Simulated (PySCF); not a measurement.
## Computed properties of CH₆OSi₂, SMILES C1O[SiH2][SiH2]1

CH6OSi2, SMILES C1O[SiH2][SiH2]1. Geometry: TPSSh-D3(BJ)/def2-SVP. One conformer was computed; it need not be the lowest. All values are computed for the isolated molecule unless a solvent is named; none is compared with measurement here.

**Structure.** The optimised structure has Cs symmetry. All 24 harmonic modes at TPSSh-D3(BJ)/def2-SVP (PySCF) are real, so it is a minimum. With heavy atoms numbered as in [CH2:1]1[O:2][SiH2:3][SiH2:4]1, the shortest bond between them is C1–O2 at 1.454 Å and the longest Si3–Si4 at 2.333 Å.

**Vibrations.** The strongest infrared lines (harmonic, unscaled, degenerate partners summed) lie at 986 cm⁻¹ (236 km/mol, H 73 %, O 11 %, C 10 %), 851 cm⁻¹ (195 km/mol, H 60 %, Si 24 %, O 14 %), 2251 cm⁻¹ (193 km/mol, H 96 %). The softest mode is at 75 cm⁻¹ and the zero-point energy is 41.2 kcal/mol.

**Electronic structure.** M06-2X/def2-TZVP (PySCF) places the frontier levels at -8.71 and 0.36 eV, a gap of 9.07 eV, and gives a dipole moment of 1.47 D and a mean polarisability of 67.9 bohr³. PBE/def2-TZVP (PySCF) at the same geometry gives -6.52 and -1.32 eV, so its gap is 3.87 eV narrower. An orbital gap is neither the optical nor the fundamental gap.

**Excitations.** TDDFT-PBE0/def2-SVPD (PySCF) has S1 at 6.04 eV (205 nm, f = 0.066, bright); the most intense of the 10 singlets computed lies at 6.47 eV (f = 0.12). T1 (TDA) is at 5.29 eV. TDDFT-PBE/def2-SVPD (PySCF) puts S1 at 5.28 eV. No vertical singlet excitation falls in the visible range (under 3.1 eV).

**NMR.** GIAO shifts at HF/pcSseg-1 (PySCF) (non-relativistic, atoms alike by connectivity averaged): ¹³C at 59.8 ppm against TMS; ¹H from 4.6 to 5.3 ppm against TMS; ²⁹Si from -29.4 to 6.4 ppm against TMS.

**Solvation.** SMD-M06-2X/6-31G* (PySCF) gives -0.9 kcal/mol in water, -2.2 kcal/mol in ethylethanoate, -1.9 kcal/mol in benzene (1 M in both phases, gas-phase geometry).
